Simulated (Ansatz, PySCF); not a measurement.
Caution: the highest occupied level lies above zero, so the state may not be bound. Caution: the restricted solution is unstable towards spin-unrestricted or complex orbitals, so a lower solution exists and this singlet may not be the ground state. This singlet lies 0.14 eV below the relaxed triplet at the level frozen-core CCSD(T)/aug-cc-pVDZ // PBE0-D3(BJ)/def2-TZVPD (Ansatz, a program for electronic structure); other levels give the other order.

Z-matrix (Å, degrees):
```
Al
C 1 2.0220
H 2 1.0942 1 113.36
H 2 1.0975 3 108.19 1 -122.80
H 2 1.0977 3 108.12 4 -114.95
Al 1 2.5632 2 123.28 3 -179.66
H 6 1.6429 1 118.45 2 115.27
H 6 1.6431 7 106.21 1 -135.84
```
Charge -1, spin multiplicity 1.

Q: Give the HOMO and total energy at the level PBE0-D3(BJ)/def2-TZVPD (PySCF).

A: 
The HOMO comes out as 0.13 eV and the total energy is -525.7051 Ha.
